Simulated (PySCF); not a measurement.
# ZnSe from Hartree–Fock to correlated methods

State: ¹Σ⁺ (singlet), closed shell. Set-up: Zn def2-TZVPPD, Se def2-TZVPPD; no relativity (PySCF 2.14). De refers to Zn + Se in their high-spin ground configurations, without counterpoise correction. A positive dipole means Zn(−)Se(+).

```csv
Level,Re (Å),ωe (cm⁻¹),De (eV),μ (D)
RHF,2.218,311,-0.223,-7.03
RHF-MP2,2.164,345,1.34,n/a
RHF-SCS-MP2,2.184,331,1.16,n/a
RHF-CCSD,2.197,317,0.90,n/a
RHF-CCSD(T),2.195,321,1.12,n/a
LDA,2.142,347,2.04,-4.43
PBE,2.188,323,1.40,-4.65
BP86,2.189,321,1.36,-4.59
r²SCAN,2.160,343,1.39,-5.02
r²SCANh,2.160,343,1.31,-5.23
B3LYP,2.202,313,1.06,-4.97
PBE0,2.178,331,1.25,-5.33
B97-3,2.202,319,1.12,-5.37
CAM-B3LYP,2.179,325,0.98,-5.30
```

**Question.** Which functional lies closest to RHF-CCSD(T) in De, which farthest, and by how much do they differ from it?

**Answer.** Closest is B97-3 (+0.7 pm in Re, -0.6 % in ωe, +0.00 eV in De against RHF-CCSD(T) in the same basis), farthest LDA (-5.3 pm in Re, +8.1 % in ωe, +0.92 eV in De). CCSD(T) converges more slowly with the basis than the functionals do and binds too weakly in this one, so the order can change at the basis-set limit.

**Question.** What does the step from GGA to meta-GGA do here, going from PBE to r²SCAN?

**Answer.** r²SCAN less PBE: -2.8 pm in Re, +6.2 % in ωe, -0.01 eV in De. 

**Question.** What does the gradient correction do here, going from LDA to PBE?

**Answer.** PBE less LDA: +4.6 pm in Re, -6.9 % in ωe, -0.64 eV in De. The gradient correction favours the more uneven density of free atoms, so it tends to lengthen bonds and takes away much of the overbinding of LDA; so it does here.

Correlated steps freeze 14 core orbitals. Where the molecule has an RHF reference, its open-shell atoms are computed with UHF. A negative De means that the minimum lies above the separated atoms at that level.

The whole job (state search and all levels along the bond) took about 27 min on 2 threads of Arm Neoverse V1 (shared host), peak memory 5.6 GiB.
